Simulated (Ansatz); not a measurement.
Ideal-gas functions of C₂H₃FIN, SMILES `C/N=C(\F)I` at 400 K and 1 bar, from an Ansatz frequency run at PBE0-D4/def2-TZVP.

Molar mass 186.96 g/mol, point group Cs (symmetry number 1), electronic degeneracy 1, moments of inertia 58.094, 398.548, 453.531 u Å². Harmonic wavenumbers (cm⁻¹, unscaled): 100, 194, 209, 312, 315, 595, 762, 1013, 1083, 1123, 1157, 1427, 1485, 1490, 1813, 3049, 3126, 3130.

Use S(trans) = R[1.5 ln M + 2.5 ln T − 1.1517]; rotational temperatures θ = 24.2544 K / I; S(rot) = R[ln(√π/σ · √(T³/θAθBθC)) + 1.5]; for each mode x = 1.438777 ν̃/T, S = R[x/(eˣ − 1) − ln(1 − e⁻ˣ)] and H = RT x/(eˣ − 1); 1 cm⁻¹ = 0.0119627 kJ/mol; R = 8.31446 J/(mol·K).

Question: By hand: the entropy, in J/(mol·K).

Answer: Translation 180.2. Rotation: θ = 0.4175, 0.0609, 0.0535 K, giving 119.4. Vibration, mode by mode: 16.86, 11.47, 10.88, 7.78, 7.71, 3.41, 2.13, 1.03, 0.84, 0.75, 0.68, 0.30, 0.25, 0.25, 0.09, 0.00, 0.00, 0.00, in all 64.4. Electronic 0.0. Sum 364.0 J/(mol·K).

Question: By hand: H − E and G − E in kJ/mol, counted from the electronic energy.

Answer: Zero-point energy ½ × 22383 × 0.0119627 = 133.9; thermal vibration 13.8; translation, rotation and pV give 4 RT = 13.3. H − E = 161.0 kJ/mol, and G − E = 161.0 − 400 × 364.0/1000 = 15.4 kJ/mol.

Vibration gives 18 % of the entropy, 16.9 J/(mol·K) of it from the mode under 150 cm⁻¹: soft modes count most, and the harmonic formula is weakest for them.
